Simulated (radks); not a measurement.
All-electron atom: I II in [Kr] 4d10 5s0.5 5p5.5 (fractional occupations, a model configuration).

Method: scalar-relativistic Kohn-Sham, LDA (Slater exchange, Perdew-Wang correlation), spin-polarised, spherical densities, finite nucleus; open shells are filled with parallel spins first (spin-orbit coupling, left out, can overturn this in heavy ions); Fermi nuclear charge, rms radius 4.75 fm; computed with a radial shooting solver on a logarithmic mesh with Libxc functionals.

Energy parts (eV):
part                       energy
total                 -193455.475
kinetic                202994.745
electron-nucleus      -467654.762
Hartree                 75960.931
exchange-correlation    -4756.388

Orbitals (lengths in bohr, moments of r in powers of bohr; r(max) is where P^2 peaks; r(90%) holds 90 % of the orbital's charge):
orbital	occ.	eigenvalue (eV)	r(90%)	r(max)
1s up	1	-32957.49	0.0490	0.01756
1s down	1	-32957.43	0.0490	0.01756
2s up	1	-5103.036	0.181	0.09922
2s down	1	-5103.004	0.181	0.09922
2p up	3	-4584.222	0.167	0.07950
2p down	3	-4584.185	0.167	0.07950
3s up	1	-1038.845	0.462	0.2860
3s down	1	-1038.797	0.462	0.2860
3p up	3	-870.6660	0.469	0.2796
3p down	3	-870.6157	0.469	0.2796
3d up	5	-617.9685	0.454	0.2315
3d down	5	-617.9216	0.454	0.2315
4s up	1	-191.8317	1.07	0.6802
4s down	1	-191.7279	1.07	0.6802
4p up	3	-139.0049	1.16	0.7146
4p down	3	-138.8848	1.16	0.7146
4d up	5	-61.9290	1.40	0.7777
4d down	5	-61.7366	1.40	0.7775
5s up	0.5	-27.9609	2.75	1.673
5s down	0	-27.2860	2.76	1.671
5p up	3	-16.6881	3.35	1.947
5p down	2.5	-16.0806	3.39	1.953

The highest occupied level is 5p down at -16.081 eV. The configuration is held as typed, so some empty levels lie below it. Summed over all electrons, <r^2> = 51.92 bohr^2, which gives a Langevin (diamagnetic) susceptibility term of -41.1 x 10^-6 cm^3/mol.
